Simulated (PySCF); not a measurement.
**RbCl and its ions**

r²SCAN; basis Rb def2-SVP with ECP28, Cl def2-SVP; scalar-relativistic core potentials; PySCF 2.14. Neutral (UKS): singlet (closed shell), Re = 2.832 Å, ωe = 241 cm⁻¹, De = 4.25 eV, HOMO -4.54 eV, LUMO -1.26 eV.

RbCl⁺ (UKS): doublet (π ↑), Re = 3.427 Å, ωe = 92.2 cm⁻¹, De = 0.25 eV to Rb⁺ + Cl. The energies at the minima are -484.21164 hartree for RbCl and -483.91466 for RbCl⁺.

**Question.** Work out the adiabatic ionisation energy, without and with harmonic zero-point energies (1 hartree = 27.2114 eV, 1 eV = 8065.5 cm⁻¹), and the change of the bond length.

**Answer.** At r²SCAN: 0.29698 hartree = 8.081 eV between the minima; the zero-point term (92.2 − 241.0)/2 cm⁻¹ = -0.009 eV makes it 8.072 eV. Re changes by +59.5 pm against the neutral. Minus the HOMO energy is 4.54 eV, -3.54 eV from the value between the minima; self-interaction puts the Kohn–Sham level too high, less so with exact exchange. The electron leaves a π orbital, and the ion is left as a loose complex of an ion and an atom.

Weak bonds: RbCl⁺. Basis-set superposition, not corrected here, can be much of De in a small basis, most of all at correlated wavefunction levels. Spin–orbit coupling is left out. For an ion De counts to the pair picked by the measured ionisation energies or electron affinities, which need not be the lowest pair at this level. States were picked by a PBE0 search and need not be the measured ground states.
